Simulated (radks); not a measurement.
Q: All-electron atom: Os2+ in [Xe] 4f14 5d5 6p1 (not the ground configuration). Calculated with a radial shooting solver on a logarithmic mesh with Libxc functionals: scalar-relativistic Kohn-Sham, BLYP, spin-polarised, spherical densities, finite nucleus; open shells are filled with parallel spins first (spin-orbit coupling, left out, can overturn this in heavy ions); Fermi nuclear charge, rms radius 5.4126 fm. Some entries of the table are withheld. Estimate them.

orbital,occ.,eigenvalue (eV),<1/r> (bohr^-1),<r^2> (bohr^2)
1s up,1,-73875.02,90.42,0.0004335
1s down,1,-73875.01,90.42,0.0004335
2s up,1,-12885.02,21.17,0.006643
2s down,1,-12884.71,21.17,0.006643
2p up,3,-11226.05,19.05,0.005531
2p down,3,-11225.79,19.06,0.005531
3s up,1,-3014.873,7.845,0.04300
3s down,1,-3014.760,7.845,0.04300
3p up,3,-2527.556,7.212,0.04388
3p down,3,-2527.428,7.212,0.04388
3d up,5,-1982.200,6.804,0.03637
3d down,5,-1981.977,6.804,0.03637
4s up,1,-653.0773,3.346,0.2105
4s down,1,-652.7602,3.345,0.2105
4p up,3,-493.1689,3.033,0.2400
4p down,3,-492.8701,3.033,0.2400
4d up,5,-294.4413,2.706,0.2770
4d down,5,-294.0928,2.707,0.2766
5s up,1,(1),1.334,(2)
5s down,1,(3),1.345,(4)
4f up,7,-73.7090,2.237,0.3843
5p up,3,-73.3683,1.131,1.532
4f down,7,-73.1287,2.246,0.3780
5p down,3,-70.3960,1.141,1.516
5d up,5,-27.5686,0.7910,3.103
5d down,0,-24.3117,0.7835,3.228
6p up,1,(5),0.4040,10.96

A: 
(1) 5s up eigenvalue (eV): -114.0209
(2) 5s up <r^2> (bohr^2): 1.136
(3) 5s down eigenvalue (eV): -111.6126
(4) 5s down <r^2> (bohr^2): 1.122
(5) 6p up eigenvalue (eV): -15.8915
